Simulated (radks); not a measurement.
Problem. Hg XIX, 62 electrons, occupied as [Kr] 4d10 4f14 5s2. Method: scalar-relativistic Kohn-Sham, LB94 model potential, spin-polarised, spherical densities, finite nucleus; Fermi nuclear charge, rms radius 5.4648 fm; computed with a radial shooting solver on a logarithmic mesh with Libxc functionals. Some entries of the table are withheld. Estimate them.

orbital,occ.,eigenvalue (eV),<r> (bohr),<r^2> (bohr^2)
1s,2,-83841.27,0.01657,0.0003798
2s,2,(1),0.06981,(2)
2p,6,-13202.14,(3),0.004876
3s,2,(4),0.1803,0.03717
3p,6,-3351.222,0.1816,(5)
3d,10,-2733.229,0.1644,0.03163
4s,2,-1182.189,0.3983,0.1789
4p,6,-989.9833,0.4237,0.2038
4d,10,-761.1955,0.4444,0.2274
4f,14,-506.3380,0.4610,0.2512
5s,2,-500.3893,0.8157,0.7401

Solution. 
(1) 2s eigenvalue (eV): -15228.87
(2) 2s <r^2> (bohr^2): 0.005775
(3) 2p <r> (bohr): 0.06315
(4) 3s eigenvalue (eV): -3937.424
(5) 3p <r^2> (bohr^2): 0.03824
